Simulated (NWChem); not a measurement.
**Total energies of BeO**

```
Be
O 1 1.3594
```
Charge 0, spin multiplicity 1.

Everything below was run with NWChem. All single points use one geometry, from PBE/def2-SVP, a minimum by its harmonic frequencies.

Basis set: 6-311G** (36 functions).

```tsv
method	total energy (Ha)
RHF	-89.42871
MP2	-89.68845
B2PLYP	-89.85022
PBE	-89.81665
B3LYP	-89.92851
BHandHLYP	-89.86962
CCSD(T)	-89.69333
```

Total energies of different functionals aren't comparable as a measure of quality: only differences taken within one method are. 

The correlated methods keep 2 core orbitals frozen. B3LYP has NWChem's definition, with VWN1-RPA local correlation. The Pople sets run with spherical d functions. The structure started from a generated list of species. No row is a measurement; the coupled-cluster row has its own basis-set and correlation limits.
